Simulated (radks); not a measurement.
The numbers below are computed, except where a source is named.
The silicon ion Si+ inside a hard spherical wall (all orbitals vanish at R), configuration held at [Ne] 3s2 3p1 and not refilled when levels cross. Code: a radial shooting solver on a logarithmic mesh with Libxc functionals. Model: non-relativistic Kohn-Sham, PBEsol, spin-polarised, spherical densities, point nucleus; open shells are filled with parallel spins first. Eigenvalues in eV for spin up, with the zero of energy where the potential of the charges vanishes at infinity; a dash marks a level that is unbound or too diffuse for the functional's potential to be trusted. A positive occupied level is held by the wall or, in an anion where self-interaction has pushed it up, behind a barrier. The pressure on the wall is -dE/dV.

R (bohr)  E (hartree)  kinetic (hartree)    e(2s)    e(2p)    e(3s)    e(3p)  e(4s, empty)  e(3d, empty)  pressure (GPa)
free       -288.39341            287.921  -147.96  -104.97  -19.401  -12.089             -        -3.850               0
15         -288.39341            287.921  -147.96  -104.97  -19.401  -12.089        -4.508        -3.849        < 0.0001
10         -288.39341            287.922  -147.95  -104.97  -19.401  -12.088        -4.307        -3.785        0.000327
6          -288.38730            287.974  -147.65  -104.66  -19.206  -11.813        -0.107        -2.526           0.642
5          -288.36274            288.135  -146.87  -103.88  -18.677  -11.056         5.370        -0.869            4.63
4          -288.23968            288.754  -144.44  -101.45  -16.706   -8.373        19.214         3.355            36.4
3.5        -288.04730            289.541  -141.91  -98.898  -14.118   -5.047        33.668         7.710             108
3          -287.60292            291.088  -137.81  -94.769   -8.743    1.482        59.222        15.197             345
2.5        -286.52497            294.319  -131.19  -88.065    3.283   15.141        107.66        28.765            1240
2          -283.63645            302.020  -119.77  -76.308   33.623   46.939        209.72        55.681            5530
1.5        -274.25093            325.047  -94.987  -49.867   125.51   134.55        464.78        118.64           35600
